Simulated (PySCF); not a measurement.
**Tc (technetium, neutral) across methods**

[Kr] 4d4 5s2 5p1, one real determinant (an excited configuration). Calculation: PySCF 2.14, in aug-cc-pVTZ-PP with one added diffuse shell each of s, p, d, f, g type with ECP28MDF (7s7p6d4f3g, 113 functions); a scalar-relativistic core potential.

| method | E (hartree) | mean ε 5s α (eV) | mean ε 5s β (eV) | mean ε 5p α (eV) | Σ⟨r²⟩ (bohr²) | ⟨S²⟩ |
| --- | --- | --- | --- | --- | --- | --- |
| TPSSh | -80.1451 | -7.767 | -5.911 | -3.346 | 64.81 | 8.761 |
| LC-wPBE | -80.1870 | -10.701 | -8.380 | -5.786 | 64.19 | 8.767 |
| UHF | -79.59989 | -10.315 | -7.305 | -5.324 | 67.06 | 8.792 |
| r2SCAN | -80.2044 | -7.658 | -5.826 | -3.173 | 64.88 | 8.770 |
| PBE0 | -80.1648 | -8.236 | -6.415 | -3.690 | 64.92 | 8.760 |
| PBE | -80.1799 | -7.344 | -5.770 | -2.969 | 65.07 | 8.757 |
| LDA | -79.9933 | -7.543 | -6.053 | -2.991 | 64.78 | 8.757 |
| B3LYP | -80.2053 | -7.953 | -6.551 | -3.398 | 65.28 | 8.757 |

⟨L²⟩ = 8.02 against 12 for a pure F term, so this real determinant mixes terms. Energies and moments cover only the electrons outside the core potential.
